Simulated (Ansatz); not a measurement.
Cost and result for the atomization energy of CH₇Al₂NSi (12 atoms, 14 bonds).

```xyz
12

N     0.1242    1.1719    2.6968
Al    0.0753    0.5946    1.0331
Si    0.6817    0.8584   -1.1955
C     0.5453   -0.8912   -1.9139
Al   -0.9020   -1.0906   -0.6155
H     0.5073    2.0564    2.9863
H    -0.2454    0.6726    3.4887
H    -0.1060   -1.1766    0.9521
H     0.0536    1.9100   -2.0465
H     0.1512   -0.9009   -2.9323
H     1.4573   -1.4764   -1.8469
H    -2.3427   -1.7281   -0.6063
```

Total charge 0; spin multiplicity 1. The bonds changed during the relaxation, so this is another structure than the one it started from. Geometry: relaxed with PBE0-D4/def2-TZVP. It is one conformer, not always the lowest. Program: Ansatz. All runs use 4 threads of an Intel Xeon Platinum 8488C on a shared host. Times are those of one run each, without the atoms' runs, and a repeat can differ threefold. Electronic energies, without spin–orbit coupling; frozen cores. CCSD(T)/CBS adds CCSD(T) − MP2 in def2-TZVPP to the MP2 limit, and its time is that of the two runs behind it. T1 = 0.015; the RHF reference is unstable towards UHF. B3LYP takes the VWN-RPA correlation (the form of Gaussian; ORCA's B3LYP/G).

CCSD(T)/CBS is a level of theory with its own doubt, some kJ/mol a heavy atom from the limit and from the frozen cores, so smaller differences don't rank the functionals.

| level | functions | wall time | atomization (kJ/mol) | difference from CCSD(T)/CBS | per bond |
| --- | --- | --- | --- | --- | --- |
| PBE-D4/def2-TZVPP (with forces) | 286 | 2.4 s | 3811.9 | 35.9 | 2.6 |
| PBE0-D4/def2-TZVPP | 286 | 3.2 s | 3762.9 | -13.1 | -0.9 |
| r2SCAN-D4/def2-TZVPP (with forces) | 286 | 4.2 s | 3796.0 | 20.0 | 1.4 |
| B3LYP-D4/def2-TZVPP (with forces) | 286 | 4.8 s | 3750.7 | -25.3 | -1.8 |
| B2PLYP/def2-TZVPP | 286 | 6 s | 3703.6 | -72.4 | -5.2 |
| ωB97X-V/def2-TZVPP | 286 | 7.5 s | 3785.6 | 9.6 | 0.7 |
| ωB97M-V/def2-TZVPP (with forces) | 286 | 10 s | 3772.3 | -3.7 | -0.3 |
| MP2/def2-QZVPP | 534 | 26 s | 3755.8 | -20.2 | -1.4 |
| CCSD(T)/def2-TZVPP | 286 | 89 s | 3662.8 | -113.2 | -8.1 |
| CCSD(T)/CBS(def2) | – | 120 s | 3776.0 | 0.0 | 0.0 |

From PBE to PBE0 (25 % exact exchange), in def2-TZVPP and without D4, the atomization energy moves by −44.9 kJ/mol: exact exchange takes away binding that semilocal exchange gives to molecules. The D4 term adds +46.4 kJ/mol with B3LYP and +24.4 kJ/mol with PBE0; it sums over pairs of atoms, weighted by their polarisabilities, and B3LYP, whose exchange is more repulsive, gets the larger term. In def2-TZVPP, CCSD(T) changes the Hartree–Fock value by +994.9 kJ/mol (the triples alone add +64.6 kJ/mol) and MP2 by +1020.5 kJ/mol; breaking electron pairs costs correlation energy, which Hartree–Fock lacks.
